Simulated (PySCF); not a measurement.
C6H5FNP.
Z-matrix (Å and degrees, GFN2-xTB geometry), rows numbered from 1:
```
F 
C   1  1.3409
P   2  1.6741  1  120.62
C   3  1.8317  2   97.46  1   179.09
C   4  1.3923  3  119.07  2  -135.22
C   5  1.3856  4  118.61  3  -179.30
N   6  1.3212  5  123.36  4     0.42
C   7  1.3215  6  118.08  5     0.48
C   8  1.3854  7  123.53  6    -0.22
H   2  1.0835  1  111.57  3   178.08
H   5  1.0799  4  120.53  3     1.11
H   6  1.0820  5  121.04  4  -179.79
H   8  1.0823  7  115.58  6   179.46
H   9  1.0800  4  120.97  3     0.33
```

Method used: PySCF, TDDFT CAM-B3LYP/def2-SVPD, vertical, gas phase, core orbitals frozen in the response.

Frontier orbitals with the atoms that hold most of them (Löwdin shares over 4%, at most four atoms; ? is withheld):

```csv
orbital,ε (eV),atoms
HOMO-3,-9.80,"P3 44%, C2 13%, C4 12%, N7 11%"
HOMO-2,-9.25,"C9 21%, C6 20%, C5 20%, C8 20%"
HOMO-1,-9.02,?
HOMO,-8.66,"P3 30%, C2 29%, F1 12%, C4 9%"
LUMO,?,?
LUMO+1,0.09,"C4 18%, P3 17%, N7 14%, C6 14%"
LUMO+2,0.25,"C8 22%, C5 19%, C9 13%, C6 12%"
```

Task: Give the leading atoms of the LUMO.

Result: P3 (bonded to 2 C) 30%; C2 (bonded to F, P and H) 29%; C4 (bonded to 2 C and P) 10%; F1 (bonded to C) 7%. By element: carbon 39% or more, phosphorus 30%, fluorine 7%.

Task: Which atoms hold the HOMO-1, and with what shares?

Result: N7 (bonded to 2 C) 52%; C8 (bonded to C, N and H) 10%; C6 (bonded to C, N and H) 10%; P3 (bonded to 2 C) 6%. By element: nitrogen 52%, carbon 20% or more, phosphorus 6%.

Task: What is the LUMO energy, and the HOMO–LUMO gap?

Result: ε(LUMO) = -1.06 eV; the gap is 7.60 eV (0.2793 hartree).

Task: How does S1 compare with the orbital gap of 7.60 eV?

Result: S1 is at 4.70 eV (f = 0.0055), 2.90 eV below the gap, made of HOMO-1→LUMO (62%), HOMO-1→LUMO+1 (23%). Its leading pair isn't HOMO and LUMO; the energies of that pair differ by 7.96 eV. Without the coupling terms of the response equations the lowest excitation would equal the gap.

Next come S2 at 4.92 eV (f 0.140), HOMO→LUMO (68%), HOMO-3→LUMO (18%); S3 at 5.19 eV (f 0.062), HOMO-3→LUMO (46%), HOMO→LUMO (25%), HOMO-1→LUMO+1 (12%); S4 at 5.28 eV (f 0.0019), HOMO-1→LUMO+2 (77%), HOMO-1→LUMO+1 (12%); S5 at 5.29 eV (f 0.040), HOMO-2→LUMO (54%), HOMO-2→LUMO+1 (10%), HOMO→LUMO+2 (9%).

Löwdin shares depend on the basis, the more so with diffuse functions.

Rough CPU time on one thread of a shared machine: about 2.2 min.

One conformer stands for the species.
